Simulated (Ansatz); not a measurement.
Computed with Ansatz on PBE0-D4/def2-TZVP structures; ΔE is electronic, products minus reactants. CCSD(T)/CBS adds triple-zeta CCSD(T) − MP2 to the extrapolated MP2 energy (def2 sets, frozen cores). This one scheme is used for every species. Functionals use def2-TZVPP. B3LYP here is the variant with VWN-RPA as its local correlation; programs differ in this. One conformer a species, not always the lowest.

`[SiH3][SiH2]BCl` + `O=C(O)O` → `O=C(O)O[SiH2][SiH3]` + `BCl`  (cleavage of the Si–B bond)

`[SiH3][SiH2]BCl`:

Cartesian coordinates in Å:
```
Si 1.348 -0.778 -0.565
Si -0.689 0.390 -0.601
B -1.100 0.833 1.311
Cl -1.986 -0.295 2.296
H 2.407 0.063 0.054
H 1.769 -1.138 -1.946
H 1.199 -2.022 0.235
H -1.727 -0.483 -1.214
H -0.516 1.614 -1.433
H -0.706 1.816 1.863
```

`O=C(O)O`:

```xyz
6

O     0.075    1.272   -0.337
C     0.007    0.113   -0.030
O    -0.288   -0.350    1.182
O     0.214   -0.917   -0.846
H    -0.430    0.423    1.740
H     0.423   -0.541   -1.709
```

`O=C(O)O[SiH2][SiH3]`:

Z-matrix (Å, degrees):
```
Si
O 1 1.706
Si 1 2.340 2 111.3
H 1 1.485 2 107.9 3 124.0
H 1 1.482 2 101.7 3 -121.1
C 2 1.317 1 117.0 3 -48.6
H 3 1.482 1 111.3 2 94.7
H 3 1.486 1 109.1 2 -27.4
H 3 1.490 1 108.7 2 -145.4
O 6 1.330 2 110.6 1 -179.1
O 6 1.208 2 124.8 1 1.1
H 10 0.965 6 106.5 2 -179.9
```

`BCl`:

Z-matrix (Å, degrees):
```
B
Cl 1 1.733
H 1 1.190 2 118.1
H 1 1.190 2 118.1 3 180.0
```

| level | ΔE (kcal/mol) | difference from CCSD(T)/CBS |
| --- | --- | --- |
| PBE-D4 | -15.9 | 5.6 |
| PBE0-D4 | -17.5 | 4.0 |
| B3LYP-D4 | -21.4 | 0.1 |
| PBE | -15.4 | 6.1 |
| r2SCAN | -19.3 | 2.2 |
| MP2/def2-TZVPP | -22.7 | -1.2 |
| SCS-MP2/def2-TZVPP | -23.6 | -2.1 |
| CCSD(T)/def2-TZVPP | -21.4 | 0.1 |
| MP2/def2-QZVPP | -23.0 | -1.5 |
| HF/CBS(def2) | -26.5 | -5.0 |
| CCSD(T)/CBS | -21.5 | 0 |

Largest T1 diagnostic among the species: 0.015.

From PBE to PBE0 (25 % exact exchange), in def2-TZVPP and without D4, ΔE moves by −1.7 kcal/mol. In def2-TZVPP, CCSD(T) changes the Hartree–Fock value by +4.6 kcal/mol (the triples alone add +0.5 kcal/mol) and MP2 by +3.2 kcal/mol.
